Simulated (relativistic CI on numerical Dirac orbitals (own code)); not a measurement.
# Cd⁴⁺ (4d8) in a crystal field

Calculated by Dirac-Coulomb-Breit CI, KLI orbitals optimised for each configuration, model QED (radiative potential, 1s self-energy scaled to tabulated hydrogen-like ionisation energies), valence Slater integrals scaled by 0.8, one configuration in a parametric crystal field (own radial code).

Field parameters in Wybourne normalisation: D4h B²₀ = −7Ds, B⁴₀ = 21(Dq − Dt), B⁴₄ = 21√(5/14) Dq. The field is a parameter set, without covalency.

S is read from ⟨S²⟩ = S(S + 1).

Powder χT (cm³ K mol⁻¹) by Van Vleck's formula, with temperature-independent terms:

```csv
Field,2 K,5 K,10 K,20 K,50 K,100 K,200 K,300 K
"D4h, 10Dq = 37200, Ds = -1500, Dt = -380 cm⁻¹",0.98,1.17,1.22,1.24,1.25,1.25,1.25,1.26
"D4h, 10Dq = 37200, Ds = -1090, Dt = -380 cm⁻¹",0.962,1.16,1.22,1.24,1.25,1.25,1.25,1.26
"D4h, 10Dq = 37200, Ds = -680, Dt = -380 cm⁻¹",0.948,1.15,1.21,1.24,1.25,1.25,1.25,1.26
"D4h, 10Dq = 37200, Ds = -270, Dt = -380 cm⁻¹",0.937,1.14,1.21,1.24,1.24,1.25,1.25,1.26
"D4h, 10Dq = 37200, Ds = 140, Dt = -380 cm⁻¹",0.929,1.13,1.21,1.24,1.24,1.25,1.25,1.26
"D4h, 10Dq = 37200, Ds = 550, Dt = -380 cm⁻¹",0.922,1.13,1.21,1.24,1.24,1.25,1.25,1.26
"D4h, 10Dq = 37200, Ds = 950, Dt = -380 cm⁻¹",0.918,1.13,1.21,1.23,1.24,1.25,1.25,1.26
"D4h, 10Dq = 37200, Ds = 1360, Dt = -380 cm⁻¹",0.915,1.13,1.21,1.23,1.24,1.25,1.25,1.26
```

For D4h, 10Dq = 37200, Ds = -1500, Dt = -380 cm⁻¹: what effective moment follows at 300 K?

μ_eff = √(8χT) = 3.17 μB. The ground level has S = 1.00; the spin-only moment for S = 1 is 2.83 μB. The difference comes from the orbital moment, spin-orbit mixing of terms and temperature-independent paramagnetism, all larger in this ionic model than in covalent complexes.
